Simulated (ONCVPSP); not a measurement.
# How hard is this antimony ONCV potential?

Sb, optimised norm-conserving Vanderbilt (ONCV), made with ONCVPSP 4.0.1 (PBEsol, scalar-relativistic). Core [Kr], reference 4d10 5s2 5p3. Waves: 5s: rc 2.05 bohr, ncon 4, nbas 8, qcut 3.5 1/bohr, 2 projectors, debl 3.3 Ha; 5p: rc 2.25 bohr, ncon 3, nbas 7, qcut 3.2 1/bohr, 3 projectors, debl 1 Ha; 4d: rc 1.00 bohr, ncon 4, nbas 9, qcut 11.1 1/bohr, 2 projectors, debl 2.7 Ha; f scattering state at 0.03 Ha: rc 2.25 bohr, ncon 5, nbas 10, qcut 5 1/bohr, 2 projectors, debl 1.2 Ha. Local part: polynomial inside 0.70 bohr (lpopt 5, dvloc0 3 Ha). Core correction: none.

For each optimised wave give the share of its norm inside rc, the residual kinetic energy above qcut (Ha) and the cutoffs (Ha) for errors of 10, 1, 0.1 and 0.01 mHa per electron.

```json
{"wave": "5s", "norm inside rc": "0.458", "residual KE": "1.7e-03", "10 mHa": "4.5", "1 mHa": "7.7", "0.1 mHa": "34.8", "0.01 mHa": "42.5"}
{"wave": "s projector 2", "norm inside rc": "0.125", "residual KE": "6.4e-02", "10 mHa": "10.2", "1 mHa": "26.4", "0.1 mHa": "49.3", "0.01 mHa": "56.2"}
{"wave": "5p", "norm inside rc": "0.310", "residual KE": "9.0e-04", "10 mHa": "1.6", "1 mHa": "5.0", "0.1 mHa": "27.2", "0.01 mHa": "44.6"}
{"wave": "p projector 2", "norm inside rc": "0.242", "residual KE": "3.6e-03", "10 mHa": "3.8", "1 mHa": "6.6", "0.1 mHa": "23.6", "0.01 mHa": "57.1"}
{"wave": "p projector 3", "norm inside rc": "0.131", "residual KE": "1.5e-02", "10 mHa": "5.4", "1 mHa": "12.4", "0.1 mHa": "43.8", "0.01 mHa": "55.8"}
{"wave": "4d", "norm inside rc": "0.530", "residual KE": "3.5e-05", "10 mHa": "39.1", "1 mHa": "49.2", "0.1 mHa": "57.7", "0.01 mHa": "88.2"}
{"wave": "d projector 2", "norm inside rc": "0.106", "residual KE": "4.9e-05", "10 mHa": "36.5", "1 mHa": "48.0", "0.1 mHa": "58.4", "0.01 mHa": "92.3"}
{"wave": "f projector 1", "norm inside rc": "0.000", "residual KE": "1.9e-04", "10 mHa": "0.0", "1 mHa": "0.1", "0.1 mHa": "105.0", "0.01 mHa": "not reached"}
{"wave": "f projector 2", "norm inside rc": "0.451", "residual KE": "1.1e-01", "10 mHa": "27.6", "1 mHa": "90.2", "0.1 mHa": "101.5", "0.01 mHa": "109.8"}
```

The occupied waves need 49 Ha and 58 Ha for 1 and 0.1 mHa. Rows with under 1 % of the norm inside rc give no meaningful cutoff. Note: ghosts flagged at negative energy: s at -479.4 eV, p at -126.8 eV; GHOST(+) flagged for f at 64.4 eV, s at 77.4 eV. A true bound ghost makes a file unfit for plane-wave use.
